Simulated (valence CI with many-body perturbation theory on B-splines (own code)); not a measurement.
# E1 line list for Pr XLV

Calculated by relativistic CI+MBPT: five valence electrons over a frozen Dirac-Fock core [Ne], radial functions for each j: 11 s, 11 p, 10 d, 8 f, 5 g, 2 h, with the one-electron correlation potential Σ1, the two-electron term Σ2, the three-electron term Σ3, Breit, model QED; selected CI, second order for the rest, scaled by the run's own slope (own B-spline code, finite nucleus).

The last digits are not significant, and no measured levels were compared; by estimate large intervals hold to a few tenths of a per cent, small ones and those within an open d or f shell to about a per cent. Among the levels kept, up to 3100 cm⁻¹ of a level comes from second order outside the variational space, and about a tenth of that is noise between levels of different J, which matters for small intervals.

Lines 1 to 50 of 566 in falling wavelength, among levels below 684.81 eV, chosen from the strongest by gf and those to the six lowest levels. Wavelengths and rates use the calculated energies. Electric multipoles are in the length gauge, E1 and E2 with the static RPA response of the core. Weak lines are less certain than strong ones. Lines between different terms over intervals too small for the method are left out, as are lines whose strength nearly cancels. The highest levels of a list are the least certain.

Levels are named by their leading jj configuration (3d3/2^4 stands for four electrons in 3d with j = 3/2), which in mixed levels can hold well under half, so a name can repeat and another be missing. Letters in brackets count levels of one name in rising energy.

```tsv
λ vac (Å)	Upper	Lower	A (s⁻¹)	log gf	Branch %
244.7	(3s^2 3p1/2^2 3d3/2) J=3/2	(3s^2 3p1/2 3p3/2^2) J=5/2	2.64e+07	-3.02	0.6
146.6	(3s^2 3p1/2^2 3d5/2) J=5/2	(3s^2 3p1/2 3p3/2^2) J=5/2	1.94e+08	-2.43	0.4
132.3	(3s^2 3p1/2^2 3d5/2) J=5/2	(3s^2 3p1/2 3p3/2^2) J=3/2	3.01e+08	-2.32	0.7
131.0	(3s 3p1/2^2 3p3/2 3d3/2) J=7/2	(3s^2 3p1/2 3p3/2 3d3/2) J=5/2 [b]	2.85e+09	-1.23	18.8
126.0	(3s 3p1/2^2 3d3/2 3d5/2) J=9/2	(3s^2 3p1/2 3d3/2 3d5/2) J=7/2 [c]	2.73e+09	-1.19	1.8
123.4	(3s 3p1/2^2 3d5/2^2) J=9/2	(3s^2 3p1/2 3d5/2^2) J=7/2	3.07e+09	-1.15	2.0
114.8	(3s 3p1/2 3p3/2^2 3d3/2) J=9/2	(3s^2 3p3/2^2 3d3/2) J=7/2	3.35e+09	-1.18	1.6
112.8	(3s 3p1/2^2 3p3/2 3d5/2) J=9/2	(3s^2 3p1/2 3p3/2 3d5/2) J=9/2	4.72e+09	-1.05	27.9
112.2	(3s 3p1/2^2 3p3/2 3d5/2) J=7/2 [a]	(3s^2 3p1/2 3p3/2 3d5/2) J=5/2 [b]	4.54e+09	-1.16	3.7
110.6	(3s 3p1/2^2 3d3/2 3d5/2) J=9/2	(3s^2 3p1/2 3d3/2 3d5/2) J=7/2 [b]	3.55e+09	-1.19	2.3
107.9	(3s 3p1/2^2 3d3/2^2) J=3/2	(3s^2 3p1/2 3d3/2^2) J=5/2	8.26e+09	-1.24	23.7
107.2	(3s 3p1/2^2 3p3/2^2) J=5/2	(3s^2 3p1/2 3p3/2^2) J=5/2	4.41e+09	-1.34	4.1
106.7	(3s 3p1/2^2 3p3/2 3d3/2) J=7/2	(3s^2 3p1/2 3p3/2 3d3/2) J=7/2	5.77e+09	-1.10	38.1
105.8	(3s 3p1/2 3p3/2^2 3d5/2) J=11/2	(3s^2 3p3/2^2 3d5/2) J=9/2	1.07e+10	-0.67	14.4
104.7	(3s 3p1/2 3p3/2^2 3d5/2) J=7/2 [d]	(3s^2 3p3/2^2 3d5/2) J=5/2 [b]	7.66e+09	-1.00	1.4
104.1	(3s 3p1/2^2 3p3/2 3d3/2) J=5/2 [a]	(3s^2 3p1/2 3p3/2 3d3/2) J=5/2 [a]	6.34e+09	-1.21	33.4
103.7	(3s 3p1/2^2 3p3/2 3d5/2) J=9/2	(3s^2 3p1/2 3p3/2 3d5/2) J=7/2 [a]	1.22e+10	-0.71	71.9
102.9	(3s 3p1/2^2 3d3/2 3d5/2) J=7/2 [a]	(3s^2 3p1/2 3d3/2 3d5/2) J=5/2 [a]	4.48e+09	-1.25	4.9
102.0	(3s 3p1/2^2 3d3/2 3d5/2) J=7/2 [a]	(3s^2 3p1/2 3d3/2 3d5/2) J=7/2 [a]	8.23e+09	-0.99	8.9
101.7	(3s 3p1/2^2 3d3/2^2) J=5/2	(3s^2 3p1/2 3d3/2^2) J=5/2	9.20e+09	-1.07	25.5
101.4	(3s 3p1/2^2 3p3/2 3d5/2) J=5/2 [a]	(3s^2 3p1/2 3p3/2 3d5/2) J=5/2 [a]	7.05e+09	-1.19	6.2
100.9	(3p1/2^2 3p3/2^2 3d3/2) J=7/2	(3s 3p1/2 3p3/2^2 3d3/2) J=7/2 [c]	1.15e+10	-0.85	2.4
100.4	(3s 3p1/2^2 3d5/2^2) J=5/2	(3s^2 3p1/2 3d5/2^2) J=5/2	7.83e+09	-1.15	4.1
99.43	(3s 3p1/2^2 3d5/2^2) J=5/2	(3s^2 3p1/2 3d5/2^2) J=3/2	6.81e+09	-1.22	3.6
99.32	(3s 3p1/2^2 3p3/2^2) J=5/2	(3s^2 3p1/2 3p3/2^2) J=3/2	7.41e+09	-1.18	6.9
99.11	(3s 3p1/2^2 3p3/2^2) J=1/2	(3s^2 3p1/2 3p3/2^2) J=1/2	1.58e+10	-1.33	11.2
98.77	(3s 3p1/2^2 3d5/2^2) J=9/2	(3s^2 3p1/2 3d5/2^2) J=9/2	5.94e+09	-1.06	3.9
98.72	(3s 3p1/2^2 3d5/2^2) J=9/2	(3s^2 3p1/2 3d3/2 3d5/2) J=7/2 [c]	6.13e+09	-1.05	4.1
98.44	(3s 3p1/2^2 3d3/2 3d5/2) J=9/2	(3s^2 3p1/2 3d3/2 3d5/2) J=9/2	8.83e+09	-0.89	5.8
98.43	(3s 3p1/2 3p3/2^2 3d5/2) J=9/2 [b]	(3s^2 3p3/2^2 3d5/2) J=7/2	8.88e+09	-0.89	4.0
98.42	(3s 3p1/2^2 3d3/2 3d5/2) J=5/2 [a]	(3s^2 3p1/2 3d3/2 3d5/2) J=5/2 [a]	6.26e+09	-1.26	6.0
97.87	(3s 3p1/2 3p3/2^2 3d5/2) J=5/2 [e]	(3s^2 3p3/2^2 3d5/2) J=3/2	5.75e+09	-1.31	1.0
97.69	(3s 3p1/2 3p3/2^3) J=5/2	(3s^2 3p3/2^3) J=3/2	8.03e+09	-1.16	2.7
97.59	(3s 3p1/2^2 3d3/2 3d5/2) J=5/2 [a]	(3s^2 3p1/2 3d3/2 3d5/2) J=7/2 [a]	6.53e+09	-1.25	6.3
97.39	(3s 3p1/2^2 3p3/2 3d5/2) J=5/2 [a]	(3s^2 3p1/2 3p3/2 3d5/2) J=3/2 [a]	1.09e+10	-1.03	9.6
97.08	(3s 3p1/2^2 3p3/2 3d5/2) J=3/2 [b]	(3s^2 3p1/2 3p3/2 3d5/2) J=1/2	9.17e+09	-1.29	3.1
95.95	(3s 3p1/2^2 3p3/2 3d5/2) J=3/2 [a]	(3s^2 3p1/2 3p3/2 3d5/2) J=5/2 [a]	1.21e+10	-1.18	13.6
95.68	(3s 3p1/2^2 3p3/2 3d5/2) J=3/2 [b]	(3s^2 3p1/2 3p3/2 3d5/2) J=3/2 [b]	1.09e+10	-1.22	3.7
95.11	(3s 3p1/2 3p3/2^2 3d3/2) J=7/2 [c]	(3s^2 3p3/2^2 3d3/2) J=7/2	8.02e+09	-1.06	1.0
94.77	(3s 3p1/2 3p3/2^2 3d5/2) J=7/2 [c]	(3s^2 3p3/2^2 3d5/2) J=5/2 [a]	9.57e+09	-0.99	1.4
94.56	(3s 3p1/2 3p3/2^2 3d5/2) J=5/2 [d]	(3s^2 3p3/2^2 3d5/2) J=5/2 [a]	7.24e+09	-1.24	2.9
94.47	(3s 3p1/2^2 3d5/2^2) J=3/2	(3s^2 3p1/2 3d5/2^2) J=5/2	2.02e+10	-0.97	11.4
93.49	(3s 3p1/2 3p3/2^2 3d5/2) J=3/2 [d]	(3s^2 3p3/2^2 3d5/2) J=3/2	9.34e+09	-1.31	1.2
93.43	(3s 3p1/2 3p3/2^2 3d5/2) J=3/2 [a]	(3s^2 3p3/2^2 3d5/2) J=1/2	1.01e+10	-1.28	2.4
93.39	(3s 3p1/2^2 3d3/2 3d5/2) J=7/2 [b]	(3s^2 3p1/2 3d3/2 3d5/2) J=9/2	1.80e+10	-0.73	13.8
92.71	(3s 3p1/2^2 3p3/2 3d5/2) J=5/2 [b]	(3s^2 3p1/2 3p3/2 3d5/2) J=7/2 [b]	1.62e+10	-0.90	5.1
92.12	(3s 3p1/2 3p3/2^2 3d5/2) J=5/2 [f]	(3s^2 3p3/2^2 3d5/2) J=5/2 [b]	9.73e+09	-1.13	1.1
91.97	(3s 3p1/2 3p3/2^2 3d5/2) J=3/2 [c]	(3s^2 3p3/2^2 3d5/2) J=5/2 [a]	9.45e+09	-1.32	2.1
91.69	(3p1/2^2 3p3/2^3) J=3/2	(3s 3p1/2 3p3/2^3) J=5/2	1.21e+10	-1.22	4.0
91.61	(3s 3p1/2^2 3d5/2^2) J=7/2	(3s^2 3p1/2 3d5/2^2) J=9/2	1.79e+10	-0.75	10.8
```

(1) How does gf follow from A for the line at 92.12 Å?

Answers

(1) gf = 1.4992 × (2J+1)_upper × A / σ², with σ = 1085544 cm⁻¹ and 2J+1 = 6: gf = 0.0743.
